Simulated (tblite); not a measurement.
Isomers of C4H10O2SSi. All values are computed: GFN2-xTB (tblite) harmonic vibrations without scaling, gas phase. This tight-binding method is rough: wavenumbers can miss measured ones by several per cent, in bad cases by 10 to 20. Modes of hydrogen on silicon can be 10 to 20 % off. One conformer each.

Electronic energies: GFN2-xTB at the same geometries; isomer energies are rough at this level and their order can be wrong.

```tsv
SMILES	electronic energy, lowest = 0 (kJ/mol)
OC[C@@H]1CS[C@@H]1O[SiH3]	79.7
COC[C@@H]1CO[SiH2]S1	0.0
C[C@@H](C(=O)[SiH3])[S@@](C)=O	303.0
```

Q: How do GFN2-xTB zero-point energies change the relative energies?

A: 
```json
{"SMILES": "COC[C@@H]1CO[SiH2]S1", "ZPE (kJ/mol)": "359.3", "of it from modes above 1550 cm⁻¹": "169.1", "electronic (kJ/mol)": "0.0", "with ZPE, lowest = 0 (kJ/mol)": "0.0", "lowest mode (cm⁻¹)": "51", "rings": "1"}
{"SMILES": "OC[C@@H]1CS[C@@H]1O[SiH3]", "ZPE (kJ/mol)": "349.5", "of it from modes above 1550 cm⁻¹": "168.1", "electronic (kJ/mol)": "79.7", "with ZPE, lowest = 0 (kJ/mol)": "69.9", "lowest mode (cm⁻¹)": "43", "rings": "1"}
{"SMILES": "C[C@@H](C(=O)[SiH3])[S@@](C)=O", "ZPE (kJ/mol)": "338.5", "of it from modes above 1550 cm⁻¹": "178.2", "electronic (kJ/mol)": "303.0", "with ZPE, lowest = 0 (kJ/mol)": "282.1", "lowest mode (cm⁻¹)": "56", "rings": "0"}
```

The zero-point energies span 20.8 kJ/mol, from `C[C@@H](C(=O)[SiH3])[S@@](C)=O` to `COC[C@@H]1CO[SiH2]S1`. The order is unchanged.

Q: What do entropy and thermal enthalpy add at 298.15 K and 1 bar (rigid rotor, harmonic oscillator, one conformer each)?

A: 
| SMILES | point group | symmetry number | S (J/(mol K)) | H − H(0) (kJ/mol) | ZPE + H − H(0) − TS (kJ/mol) |
| --- | --- | --- | --- | --- | --- |
| COC[C@@H]1CO[SiH2]S1 | C1 | 1 | 413.1 | 28.51 | 264.7 |
| OC[C@@H]1CS[C@@H]1O[SiH3] | C1 | 1 | 417.3 | 28.86 | 253.9 |
| C[C@@H](C(=O)[SiH3])[S@@](C)=O | C1 | 1 | 438.2 | 33.04 | 240.9 |
